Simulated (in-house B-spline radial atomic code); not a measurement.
Values are calculated unless marked as measured or tabulated.
**Building a PAW s channel for Zn, r_c = 2.43 bohr**

Zn, [Ar] 3d10 4s2, non-relativistic PBE, spherical and spin-unpolarised, from a B-spline radial code for spherical atoms (atomic units; all potentials screened as in the neutral atom).

Two all-electron partial waves φ1, φ2 are integrated outwards at E1 = ε(4s) = -0.214083 and E2 = E1 + 1 hartree; φ1 is the bound orbital and φ2 has unit norm inside r_c = 2.4283 bohr. Smooth partners are polynomials, r^1(a0 + a1 r² + a2 r⁴ + a3 r⁶), matched to φ and three derivatives at r_c, with no condition on the norm. The local potential is -2.97741 + (1.22901) r² + (-0.216694) r⁴ + (0.0140507) r⁶ inside 1.9982 bohr and the all-electron one outside.

```
wave      φ(r_c)     φ'(r_c)         a0           a1             a2            a3
   1   0.6371148  -0.1021761  0.4762823  -0.03721896  -0.0005903547  0.0001272219
   2  0.08273434    1.823529  -1.679611    0.4443129    -0.02857952  0.0004263461
```

Inside r_c the overlaps are <φi φj> = [[0.46454, -0.58513], [-0.58513, 1.00000]] and, for the smooth waves, [[0.58156, -0.94271], [-0.94271, 2.07632]]. With χj = (Ej − T − V_local) applied to smooth wave j, the program's quadrature gives the matrix B_ij = <smooth i, χj> as [[0.34177, -1.23304], [-0.87546, 3.21424]].

Question: Check the match of the first wave, and find the augmentation charges q_ij.

Answer: At r_c the four terms are 1.15656, -0.53293, -0.04985, 0.06334, which sum to 0.6371, φ1(r_c) to rounding. q_ij is the all-electron overlap less the smooth one: [[-0.11702, 0.35758], [0.35758, -1.07632]]. The smooth first wave has a norm of 0.5816 inside r_c against 0.4645, so q11 is negative and must stay small enough for the overlap operator to be positive.

Question: B isn't symmetric. Show that D_ij = B_ij + Ej q_ij is.

Answer: Integrating by parts gives B12 − B21 = (E1 − E2) q12: -1.23304 − (-0.87546) = -0.35758, and −1 × (0.35758) = -0.35758. So D12 = -1.23304 + (0.785917)(0.35758) = -0.95201 and D21 = -0.87546 + (-0.214083)(0.35758) = -0.95201; D11 = 0.36682, D22 = 2.36834. The projectors, p = (B⁻¹)ᵀ χ, are dual to the smooth waves; det B = 0.019.

Solving (T + V_local + Σ p D p) ψ = E (1 + Σ p q p) ψ in a sphere of 9 bohr, whose wall lifts the free-atom level a little, gives these levels:

| all-electron | one projector | two projectors |
| --- | --- | --- |
| -0.213845 | -0.213845 | -0.213845 |
| 0.079956 | 0.078802 | 0.079954 |
| 0.409979 | 0.398947 | 0.409977 |
| 0.894077 | 0.824613 | 0.894076 |
| 1.525600 | 1.243540 | 1.525490 |

Question: What does the second projector gain?

Answer: With one projector the errors are 0.00, -1.15, -11.03, -69.46 millihartree, and the level at 1.2435 is out of step with the all-electron series: an extra state, or one far too low, so the pairing ends there. With two the errors are 0.00, 0.00, 0.00, 0.00, -0.11 millihartree. The scattering is exact at E1 and at E2 = 0.786, and over all levels compared the largest error is 0.11 millihartree. The lowest eigenvalue of the overlap operator is 0.5784 with one and 0.04921 with two projectors, close enough to zero to make that set ill-conditioned. The smooth orbital alone needs a cutoff of 1.22 hartree for 1 millihartree of kinetic energy, against 5.38 for a norm-conserving Troullier-Martins orbital of the same radius; part of the gain comes from giving up the norm, part from the simpler form.
